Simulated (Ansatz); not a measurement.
`[SH][Sn]([SH])([SH])[Cl]` and `[SH][Sn]([SH])([SH])[SH]` differ in one atom or group.

Ansatz, PBE0-D4/def2-TZVP geometries, multiplicity 1. Each molecule was computed in one conformer, which needn't be the lowest.

Elements past krypton have def2 core potentials.

| property | `[SH][Sn]([SH])([SH])[Cl]` |
| --- | --- |
| LUMO energy (ωB97M-V/def2-TZVPP) / eV | -0.32 |
| HOMO–LUMO gap (PBE0/def2-TZVPP) / eV | 5.57 |
| LUMO energy (PBE/def2-TZVPP) / eV | -3.13 |
| ideal-gas entropy at 298 K and 1 bar (rigid rotor, harmonic PBE0-D4/def2-TZVP) / J/(mol·K) | 438 |
| HOMO energy (B3LYP/def2-TZVPP) / eV | -7.58 |
| LUMO energy (B3LYP/def2-TZVPP) / eV | -2.54 |

**Question.** Give the same properties after the change, and the shifts. (Best estimate.)

**Answer.** Computed: 
```csv
property,`[SH][Sn]([SH])([SH])[SH]`,shift
LUMO energy (ωB97M-V/def2-TZVPP) / eV,-0.10,0.22
HOMO–LUMO gap (PBE0/def2-TZVPP) / eV,5.63,0.06
LUMO energy (PBE/def2-TZVPP) / eV,-2.88,0.25
"ideal-gas entropy at 298 K and 1 bar (rigid rotor, harmonic PBE0-D4/def2-TZVP) / J/(mol·K)",448,10
HOMO energy (B3LYP/def2-TZVPP) / eV,-7.39,0.19
LUMO energy (B3LYP/def2-TZVPP) / eV,-2.29,0.25
```

With PBE0 the HOMO rises by 0.18 eV and the LUMO rises by 0.25 eV, so the gap widens by about 0.07 eV. PBE moves the HOMO by 0.19 eV and ωB97M-V by 0.16 eV. The zero-point energy changes by 21.1 kJ/mol with +3 modes. Modes under 60 cm⁻¹, often nearly free rotors, make the harmonic entropy too high.

B3LYP here is the variant with VWN-RPA as its local correlation; programs differ in this.
